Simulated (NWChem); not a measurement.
Species: CrO2F cation; SMILES [O]=[Cr+](=[O])[F]

```xyz
4

Cr     0.2752    -0.0551     0.0000
O     -0.2926    -0.7730     1.2361
O     -0.2926    -0.7730    -1.2361
F     -0.2055     1.5458     0.0000
```
Atoms are numbered in this order, from 1.

Program: NWChem. Coordinates come from a PBE-D3(BJ)/def2-SVP optimisation. The spin multiplicity was typed, not searched, and may not be the lowest. Vzz is the largest principal value of the second derivative of the potential at the nucleus (NWChem prints the opposite sign); η is the asymmetry. Non-relativistic.

**Question.** Predict the results for Hartree-Fock/def2-SVP. Quantities: Vzz Cr1 (a.u.); η Cr1; Vzz O3 (a.u.); η O3.

**Answer.** 
| Quantity | Result |
|---|---|
| Vzz Cr1 (a.u.) | -1.339 |
| η Cr1 | 0.39 |
| Vzz O3 (a.u.) | 3.335 |
| η O3 | 0.29 |
